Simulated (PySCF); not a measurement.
A structure optimised at B3LYP-D3(BJ)/def2-TZVP, used in a PySCF frequency run:

```xyz
7

O      0.0000     0.0000     0.0000
B      0.0000     0.0000    -1.3342
H     -0.7412     0.7412    -1.9043
H      0.7412    -0.7412    -1.9043
B      0.0000     0.0000     1.3342
H     -0.7412    -0.7412     1.9043
H      0.7412     0.7412     1.9043
```
Charge 0, spin multiplicity 1.

Task: Write its SMILES, formula and point group.

Result: BOB, B₂H₄O, D2d

Task: What are its rotational constants (standard atomic weights)?

Result: 114.08, 9.1351, 9.1351 GHz
